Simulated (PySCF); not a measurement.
O$_{2}$Se, charge -1, doublet, at a GFN2-xTB geometry (a state made from the parent by changing its charge; the spin is typed, not shown lowest) (in this run its highest filled SCF level lies above zero, so its values depend strongly on the basis, on diffuse functions most of all). Base run: B3LYP/STO-3G (PySCF).

Here is a job for PySCF.
```python
from pyscf import gto, scf, dft

mol = gto.M(
    atom='''
O    -1.36177222    0.59824745    0.03514722
Se    0.01589860   -0.31251358   -0.02617635
O     1.29420317    0.72993529    0.07610225
''',
    basis='sto-3g',
    charge=-1,
    spin=1,
    verbose=4,
)

mf = dft.UKS(mol)
mf.xc = 'b3lyp'
mf.kernel()
mo_i, mo_e, stable_i, stable_e = mf.stability(internal=True, external=False, return_status=True, nroots=6, tol=1e-6)
print('internally stable:', stable_i, ' externally stable:', stable_e)
if not stable_i:
    umf = mf.copy()
    umf.scf_summary = {}
    umf.kernel(umf.make_rdm1(mo_i, mf.mo_occ))
```

The bond that is stretched is that between atoms 1 and 2. A test that says stable can miss a lower solution.

Variants of this job, named by their change:

```
change       ΔE vs base (eV)  <S^2>                      stability test says        outcome
-----------  ---------------  -----  ---------------------------------------  -------------
base                    0.00  0.750  internally stable (external not tested)      converged
bond × 1.25            -0.13  0.762  internally stable (external not tested)      converged
bond × 1.5              0.38  1.393  internally stable (external not tested)      converged
bond × 1.8              0.84  1.555                     internal instability      converged
bond × 2.2                 -      -                                        -  not converged
bond × 3.0                 -      -                                        -  not converged
```

On stretching, the SCF can end on different states; <S^2> shows the spin contamination of each.
